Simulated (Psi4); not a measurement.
barium atom (Ba), singlet (core potentials on Ba). Base run: R2SCAN/def2-SVP (Psi4).

Input for Psi4:
```
memory 2 GB

molecule {
0 1
  Ba    0.00000000    0.00000000    0.00000000
}

set basis def2-svp

energy('r2scan')
print_variables()
```

Variants of this job, named by their change:

```tsv
change	E (Eh)
base	-25.42438
functional = m11	-25.34309
functional = cam-b3lyp	-25.38998
functional = m06-l	-25.42237
functional = hf (with energy('scf'))	…
functional = pbe0	-25.42029
functional = wb97x-v	…
functional = revpbe	…
functional = blyp	-25.40499
functional = b97m-v	-25.43450
functional = hse06	-25.42106
functional = tpssh	-25.42561
functional = wb97m-v	…
```

Task: What belongs in the gaps?

Result: 
- functional = hf (with energy('scf')), E (Eh): -25.07090
- functional = wb97x-v, E (Eh): -25.40374
- functional = revpbe, E (Eh): -25.46846
- functional = wb97m-v, E (Eh): -25.35375

Total energies compare only within one method and basis.
